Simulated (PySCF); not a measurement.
Spectrum to structure. Computed with TDDFT CAM-B3LYP/def2-SVPD, vertical, gas phase, core orbitals frozen in the response (PySCF 2.14.0, density-fitted response routines). Geometries: GFN2-xTB, one conformer each.

```csv
state,E (eV),λ (nm),f
S1,5.40,229.4,0.870
S2,5.53,224.0,0.0022
S3,6.28,197.4,0.0007
S4,6.29,197.2,0.013
S5,6.65,186.4,0.0073
S6,6.92,179.2,0.0075
S7,7.25,171.1,0.0022
S8,7.32,169.4,0.0026
```

Triplets computed (Tamm–Dancoff): 3.04, 5.06, 5.44 eV.

Question: Which candidate is it? All have the formula C5H10OSi.
A. `C[C@@H]1OC=C[Si@H]1C`
B. `C[SiH](C)/C=C\C=O`
C. `C/C=C\C=C/O[SiH3]`
D. `C=C(O[SiH3])C1CC1`

Answer: C. Its S1 lies at 5.40 eV; the nearest of the others has S1 at 6.11 eV. S1 is HOMO→LUMO (98%). Löwdin shares by element: HOMO carbon 74% or more (atoms not listed hold the other 26%); LUMO carbon 71% or more (atoms not listed hold the other 29%). At the same level the other candidates give, for their lowest levels:
- `C=C(O[SiH3])C1CC1`: 6.18 eV (f 0.012); 6.50 eV (f 0.188); 6.82 eV (f 0.017); 7.11 eV (f 0.000); 7.18 eV (f 0.013); T1 4.21 eV; HOMO -7.89, LUMO 1.18 eV
- `C[C@@H]1OC=C[Si@H]1C`: 6.11 eV (f 0.173); 6.41 eV (f 0.014); 6.59 eV (f 0.012); 7.00 eV (f 0.005); 7.04 eV (f 0.014); T1 4.11 eV; HOMO -7.85, LUMO 1.23 eV
- `C[SiH](C)/C=C\C=O`: 3.71 eV (f 0.000); 5.23 eV (f 0.002); 5.44 eV (f 0.150); 5.86 eV (f 0.033); 6.33 eV (f 0.046); T1 3.24 eV; HOMO -9.01, LUMO -1.18 eV

Shape of the structure used: `[CH3:1]/[CH:2]=[CH:3]\[CH:4]=[CH:5]/[O:6][SiH3:7]`: C2–C3–C4–C5 180°, C4–C5–O6–Si7 180°.
